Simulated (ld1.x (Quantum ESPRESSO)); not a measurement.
Pseudopotential generation for carbon (C): ultrasoft, PBE, scalar-relativistic.

ld1.x (Quantum ESPRESSO) 7.5 input, shortened:

```
&input
   title='C', zed=6., rel=1, dft='PBE', iswitch=3,
   config='[He] 2s2 2p1.5 3d-2'
 /
 &inputp
   pseudotype=3, tm=.true., lloc=-1, rcloc=2.10,
   nlcc=.true.,
   which_augfun='PSQ', rmatch_augfun_nc=.true.
 /
5
2S  1  0   2.00   0.00  1.05  1.20  0.0
2S  1  0   0.00  -1.25  1.05  1.20  0.0
2P  2  1   1.50   0.00  2.60  3.25  0.0
2P  2  1   0.00   2.50  2.60  3.25  0.0
3D  3  2  -2.00  -0.05  2.50  2.95  0.0
 &test
   configts(1)='2s2 2p1.5'
 /
```

All-electron outer shells of the reference configuration (PBE, scalar-relativistic, ld1.x):

```json
{"shell": "2s", "level (eV)": "-19.38", "outermost node (bohr)": "0.38", "outermost maximum (bohr)": "1.20"}
{"shell": "2p", "level (eV)": "-10.72", "outermost node (bohr)": "–", "outermost maximum (bohr)": "1.16"}
```

What the tests gave:

* Cutoffs needed: 8 Ry and 25 Ry (the cutoffs (Ry, on a coarse ladder) from which the occupation-weighted sum of valence levels, in a spherical-Bessel basis at the reference potential, stays within 10 and 1 mRy of its value at 400 Ry)
* Ghost test: no extra level below or beside the all-electron valence levels (s, p, d, f tested) (spherical-Bessel basis up to 400 Ry, 20 bohr box)
* Configuration tests: 1 of 7 tests not solved or not reliable; not counted: 2s2 2p2.3 (solver errors, printed error -67.8 eV)
* Lowest eigenvalue of the overlap operator: 0.62 (s channel)
* Density cutoff estimated by the generator: 208 Ry

Generation and tests took about 1.2 s on one core of a shared server CPU.
